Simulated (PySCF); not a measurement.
**Static response to an electric field**

Compound: SnHF3.
Structure used (PBE0-D3(BJ)/def2-SVP), in Å, numbered top down from 1:
```xyz
5
F3HSn angstrom
Sn    -0.0037   -0.0005    0.1185
H     -0.0235   -0.0123    1.8094
F      1.7654    0.0051   -0.6151
F     -0.8695    1.5269   -0.6476
F     -0.8687   -1.5193   -0.6652
```

Level: wB97X-D/def2-SVPD (PySCF), static field, nuclei fixed, core orbitals frozen in the response. The polarisability tensor in these axes (au):

```
x   34.17  0.00  0.01
y    0.00 34.20 -0.02
z    0.01 -0.02 35.75
```

**Question.** Diagonalise the tensor; give its mean and Δα, where Δα² is half the sum of the squared differences of the eigenvalues.

**Answer.** Principal values 34.17, 34.20 and 35.75 au; mean 34.71 au = 5.14 Å³ = 5.72 × 10⁻⁴⁰ C²·m²/J; Δα = 1.57 au (5 % of the mean).

**Question.** What is the dipole moment, and where does it point?

**Answer.** (-0.07, -0.02, 3.56) D, 3.56 D in size, pointing from the negative to the positive side. Measured along this direction, the outermost atoms are F3, F4 and F5 at the negative end and H2 at the positive end.

**Question.** Estimate the molar refractivity from the static electronic polarisability.

**Answer.** Lorentz–Lorenz: R = (4π/3)N_A α = 2.5225 cm³/(mol·Å³) × 5.14 Å³ = 13.0 cm³/mol, in the limit of long wavelengths.

**Question.** Rayleigh depolarisation ratio (linearly polarised light, static tensor)?

**Answer.** ρ = 3Δα²/(45ᾱ² + 4Δα²) = 7.4/(54204 + 9.8) = 0.000136.

**Question.** Sum over states: ᾱ = Σ f/ω², ω in Eh. What share falls to these 10 lowest TDDFT singlets (eV, f)? 7.65, 0.0000; 7.79, 0.1810; 7.80, 0.0090; 7.80, 0.0109; 8.00, 0.0426; 8.01, 0.0431; 9.37, 0.0834; 9.39, 0.1021; 9.39, 0.1003; 9.42, 0.0405.

**Answer.** They add up to 6.18 au, 17.8 % of the 34.71 au; the largest single term is 2.21 au, from the state at 7.79 eV. Terms in order: 0.00, 2.21, 0.11, 0.13, 0.49, 0.50, 0.70, 0.86, 0.84, 0.34 au. Higher excitations give the rest. The strengths listed sum to 0.613.

**Question.** In a dilute gas of rigid molecules at 400 K, how does the orientational term μ²/3kT compare with the electronic polarisability?

**Answer.** In Gaussian units μ²/3kT = 76.62 Å³ against 5.14 Å³, a ratio of 14.90; the Debye molar polarisation (4π/3)N_A(α + μ²/3kT) is 206.2 cm³/mol, leaving out the vibrational part.

**Question.** Refractivity n − 1 of an ideal gas of it at 298.15 K and 1 atm, from the electronic α?

**Answer.** N = p/kT = 2.4615 × 10¹⁹ cm⁻³, so n − 1 = 2π × N × 5.14 × 10⁻²⁴ cm³ = 795 × 10⁻⁶ at long wavelengths, for an ideal gas.

Geometry: PBE0-D3(BJ)/def2-SVP; no solvent, vibrations or thermal averaging. Atoms past krypton carry effective core potentials; spin–orbit coupling is left out.

Note: wB97X-D ran without an empirical dispersion term, which enters the total energy and its gradient alone.
